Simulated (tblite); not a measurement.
A geometry optimisation, step by step.

Species: C4H12FPSi2.
SMILES with atom numbers: `[F:1][CH2:2][C@@H:3]1[CH2:4][CH2:5][SiH2:6][PH:7][SiH2:8]1` (hydrogens: H9, H10 on C2; H11 on C3; H12, H13 on C4; H14, H15 on C5; H16, H17 on Si6; H18 on P7; H19, H20 on Si8)

Computed with GFN2-xTB (tblite), gas phase: L-BFGS steps from a force-field or distance-geometry start until the largest atomic force falls under 0.01 eV/Å. 5 of its 48 geometries are shown.

Step 0: E = -690.9878 eV, largest atomic force 1.145 eV/Å
```
atom  x, y, z in Å  |  force x, y, z in eV/Å
F1      2.493   -0.052   -1.625    0.072   0.120  -0.593
C2      2.510   -0.045   -0.274    0.065  -0.496   1.030
C3      1.092   -0.002    0.286   -0.372  -0.141  -0.286
C4      0.282   -1.209   -0.250    0.088  -0.321   0.903
C5     -1.077   -1.433    0.455    0.586  -0.250  -0.309
Si6    -2.387   -0.129    0.148   -0.804   0.463  -0.193
P7     -1.641    1.768    1.030   -0.324   0.485   0.250
Si8     0.279    1.686   -0.082   -0.054   0.433  -0.510
H9      3.028   -0.970    0.054   -0.136   0.130  -0.211
H10     3.116    0.801    0.066   -0.113   0.116  -0.136
H11     1.153   -0.079    1.373    0.138  -0.157   0.066
H12     0.876   -2.126   -0.071   -0.035   0.286  -0.092
H13     0.136   -1.139   -1.319   -0.032   0.199  -0.284
H14    -0.913   -1.547    1.524    0.074  -0.006   0.116
H15    -1.484   -2.379    0.098    0.109  -0.116   0.033
H16    -3.663   -0.493    0.818    0.289   0.061  -0.179
H17    -2.602    0.072   -1.299   -0.058  -0.177   0.078
H18    -2.332    2.660    0.191    0.342  -0.386   0.232
H19    -0.018    1.838   -1.525    0.261  -0.039   0.170
H20     1.144    2.789    0.396   -0.096  -0.204  -0.086
```

Step 12: E = -691.0979 eV, largest atomic force 0.104 eV/Å
```
atom  x, y, z in Å  |  force x, y, z in eV/Å
F1      2.486   -0.017   -1.630   -0.025   0.068   0.051
C2      2.481   -0.051   -0.254    0.011  -0.008   0.034
C3      1.063    0.001    0.292    0.015  -0.002  -0.002
C4      0.280   -1.207   -0.233   -0.030  -0.014   0.034
C5     -1.067   -1.437    0.451   -0.045  -0.004   0.007
Si6    -2.398   -0.108    0.139    0.030  -0.009   0.004
P7     -1.634    1.775    1.072    0.059  -0.046   0.008
Si8     0.261    1.691   -0.110   -0.018  -0.005   0.054
H9      2.988   -0.983    0.029    0.023   0.003  -0.025
H10     3.070    0.807    0.083    0.024  -0.018  -0.019
H11     1.156   -0.092    1.380   -0.023   0.010  -0.009
H12     0.897   -2.100   -0.078    0.000  -0.027  -0.037
H13     0.137   -1.098   -1.311   -0.015  -0.009   0.007
H14    -0.911   -1.531    1.529    0.028  -0.004  -0.024
H15    -1.457   -2.398    0.111    0.008  -0.009   0.027
H16    -3.650   -0.483    0.793   -0.077  -0.023   0.057
H17    -2.641    0.019   -1.301   -0.011  -0.013  -0.078
H18    -2.281    2.637    0.216   -0.034   0.055  -0.018
H19     0.073    1.829   -1.552    0.019  -0.017  -0.101
H20     1.142    2.756    0.370    0.062   0.071   0.030
```

Step 24: E = -691.1080 eV, largest atomic force 0.046 eV/Å
```
atom  x, y, z in Å  |  force x, y, z in eV/Å
F1      2.470    0.057   -1.616    0.005   0.035  -0.007
C2      2.478   -0.046   -0.244    0.003  -0.002  -0.009
C3      1.058   -0.001    0.299    0.008  -0.009  -0.007
C4      0.268   -1.203   -0.233    0.019  -0.006  -0.008
C5     -1.074   -1.443    0.459    0.027   0.001   0.009
Si6    -2.410   -0.122    0.130   -0.018  -0.018  -0.003
P7     -1.614    1.756    1.051   -0.035   0.024   0.019
Si8     0.279    1.696   -0.125    0.021  -0.001  -0.020
H9      2.988   -0.990   -0.016   -0.032  -0.022   0.016
H10     3.077    0.792    0.123   -0.004  -0.007   0.025
H11     1.133   -0.091    1.389    0.027  -0.004  -0.008
H12     0.886   -2.099   -0.098    0.004  -0.011  -0.017
H13     0.114   -1.080   -1.309   -0.003  -0.007   0.006
H14    -0.907   -1.520    1.535    0.008   0.015   0.021
H15    -1.450   -2.416    0.140   -0.017   0.018  -0.012
H16    -3.660   -0.482    0.807   -0.003   0.005   0.010
H17    -2.662   -0.027   -1.315    0.000   0.000  -0.005
H18    -2.278    2.652    0.238    0.006  -0.016  -0.015
H19     0.140    1.809   -1.581   -0.012   0.004  -0.002
H20     1.159    2.766    0.363   -0.003   0.001   0.004
```

Step 35: E = -691.1129 eV, largest atomic force 0.038 eV/Å
```
atom  x, y, z in Å  |  force x, y, z in eV/Å
F1      2.509    0.164   -1.600   -0.026   0.014   0.003
C2      2.484   -0.047   -0.240    0.018  -0.011  -0.014
C3      1.061   -0.007    0.292    0.012   0.020  -0.008
C4      0.262   -1.203   -0.240    0.010   0.001  -0.019
C5     -1.071   -1.434    0.472   -0.006  -0.014   0.012
Si6    -2.415   -0.125    0.136   -0.006   0.000   0.004
P7     -1.623    1.766    1.030   -0.015   0.002   0.004
Si8     0.282    1.691   -0.133    0.001   0.030  -0.003
H9      2.961   -1.021   -0.076    0.008  -0.026   0.008
H10     3.099    0.742    0.204   -0.009  -0.005   0.003
H11     1.145   -0.102    1.380   -0.036  -0.002  -0.004
H12     0.876   -2.104   -0.127    0.016  -0.016   0.025
H13     0.088   -1.075   -1.311    0.009   0.027  -0.025
H14    -0.892   -1.497    1.547    0.013   0.009   0.025
H15    -1.455   -2.409    0.170    0.005  -0.025  -0.013
H16    -3.658   -0.479    0.832    0.001   0.000  -0.006
H17    -2.672   -0.064   -1.310   -0.008   0.012   0.014
H18    -2.288    2.643    0.199    0.018   0.001  -0.020
H19     0.147    1.808   -1.589   -0.010  -0.007   0.012
H20     1.154    2.765    0.362    0.004  -0.011   0.001
```

Step 47: E = -691.1145 eV, largest atomic force 0.009 eV/Å
```
atom  x, y, z in Å  |  force x, y, z in eV/Å
F1      2.512    0.205   -1.589   -0.004   0.004  -0.006
C2      2.484   -0.050   -0.237   -0.002   0.000   0.003
C3      1.060   -0.007    0.290   -0.004  -0.003   0.002
C4      0.262   -1.202   -0.246   -0.003  -0.001   0.002
C5     -1.066   -1.435    0.475    0.001  -0.003  -0.004
Si6    -2.416   -0.129    0.143    0.006  -0.001   0.001
P7     -1.628    1.774    1.020    0.001   0.000  -0.005
Si8     0.284    1.693   -0.133   -0.008  -0.001   0.004
H9      2.948   -1.035   -0.104    0.002  -0.004   0.006
H10     3.106    0.717    0.233    0.004   0.004   0.000
H11     1.131   -0.105    1.379    0.006   0.000   0.002
H12     0.877   -2.103   -0.133   -0.003   0.004   0.002
H13     0.087   -1.069   -1.317   -0.001   0.004   0.002
H14    -0.878   -1.488    1.550   -0.001  -0.004  -0.005
H15    -1.447   -2.415    0.182   -0.006   0.000   0.000
H16    -3.658   -0.480    0.841    0.005  -0.003   0.005
H17    -2.683   -0.066   -1.301   -0.002   0.002   0.000
H18    -2.279    2.639    0.165    0.000  -0.001  -0.006
H19     0.139    1.807   -1.587    0.002   0.002  -0.003
H20     1.160    2.761    0.364    0.005   0.002   0.000
```

Q: Summarise the path.

A: The energy falls by 2.92 kcal/mol from step 0 to step 47; nine tenths of that is first reached at step 15. It falls at every step. The largest force goes from 1.145 to 0.009 eV/Å. Among the bonds C5–Si6 changes most, from 1.874 to 1.908 Å; the atoms move by 0.109 Å rms after alignment.

Q: Follow the three bonds and two angles with the largest change from start to end.

A: 
| step | E above end (kcal/mol) | largest force (eV/Å) | C5–Si6 (Å) | P7–H18 (Å) | F1–C2 (Å) | P7–Si8–H19 (°) | P7–Si6–H17 (°) |
| --- | --- | --- | --- | --- | --- | --- | --- |
| 0 | 2.92 | 1.145 | 1.874 | 1.407 | 1.351 | 108.1 | 108.8 |
| 2 | 1.29 | 0.254 | 1.906 | 1.384 | 1.379 | 108.9 | 109.5 |
| 4 | 0.86 | 0.234 | 1.915 | 1.375 | 1.377 | 110.5 | 111.0 |
| 6 | 0.66 | 0.114 | 1.910 | 1.381 | 1.374 | 112.0 | 112.2 |
| 8 | 0.54 | 0.144 | 1.906 | 1.385 | 1.375 | 113.0 | 112.7 |
| 10 | 0.45 | 0.111 | 1.906 | 1.381 | 1.376 | 113.7 | 113.0 |
| 12 | 0.38 | 0.104 | 1.907 | 1.376 | 1.376 | 114.2 | 113.2 |
| 14 | 0.29 | 0.098 | 1.906 | 1.377 | 1.375 | 115.1 | 113.5 |
| 16 | 0.23 | 0.083 | 1.907 | 1.380 | 1.375 | 115.7 | 113.7 |
| 18 | 0.20 | 0.053 | 1.908 | 1.379 | 1.376 | 115.8 | 113.8 |
| 20 | 0.19 | 0.051 | 1.909 | 1.378 | 1.376 | 115.9 | 113.9 |
| 22 | 0.17 | 0.048 | 1.908 | 1.378 | 1.376 | 116.1 | 114.2 |
| 25 | 0.14 | 0.047 | 1.906 | 1.380 | 1.376 | 116.2 | 114.3 |
| 27 | 0.12 | 0.054 | 1.906 | 1.380 | 1.376 | 116.1 | 114.4 |
| 29 | 0.09 | 0.060 | 1.907 | 1.379 | 1.376 | 116.1 | 114.6 |
| 31 | 0.07 | 0.049 | 1.907 | 1.379 | 1.376 | 116.1 | 114.8 |
| 33 | 0.05 | 0.049 | 1.907 | 1.379 | 1.376 | 116.0 | 114.8 |
| 35 | 0.04 | 0.038 | 1.906 | 1.379 | 1.376 | 115.8 | 114.8 |
| 37 | 0.02 | 0.055 | 1.907 | 1.379 | 1.376 | 115.6 | 114.7 |
| 39 | 0.01 | 0.031 | 1.907 | 1.379 | 1.376 | 115.4 | 114.6 |
| 41 | 0.01 | 0.027 | 1.907 | 1.379 | 1.376 | 115.3 | 114.5 |
| 43 | 0.00 | 0.020 | 1.907 | 1.379 | 1.377 | 115.2 | 114.4 |
| 45 | 0.00 | 0.013 | 1.907 | 1.379 | 1.376 | 115.1 | 114.4 |
| 47 | 0.00 | 0.009 | 1.908 | 1.379 | 1.376 | 115.1 | 114.4 |

What follows is the cost of the whole relaxation. The run took 0.78 s on one thread of an Arm Neoverse N1 (shared host).
